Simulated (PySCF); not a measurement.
## A small calculation by hand: oscillator strength and radiative lifetime

Ge(H)(Cl)2(vinyl) (C2H4Cl2Ge), SMILES C=[CH][GeH]([Cl])[Cl].

Coordinates come from a PBE0-D3(BJ)/def2-SVP optimisation. The values are those of a single conformer.

TDA-B3LYP/def2-SVPD run with PySCF 2.14.0 puts the first singlet state with f over 0.02 at 6.38 eV (vertical), with the transition dipole (-0.291, -0.216, 0.078) in atomic units.

Problem. Find the oscillator strength, the wavelength and the radiative lifetime that this transition would have in vacuum if emission retraced absorption.

Solution. 
|μ|² = 0.1374 au, so |μ| = 0.94 D. ΔE = 6.38/27.211 = 0.2345 hartree. f = (2/3) ΔE |μ|² = 0.021 (the program prints 0.021).
λ = 1239.84/6.38 = 194 nm; ν = 51458 cm⁻¹.
Einstein's coefficient A = 0.6670 ν² f s⁻¹ (ν in cm⁻¹) = 3.8e7 s⁻¹, so τ = 1/A = 26 ns. This state is S2; the lower singlet has f = 0.013. The figure is the radiative limit of this one transition; relaxation, internal conversion, crossing to triplets and a medium change what is measured.
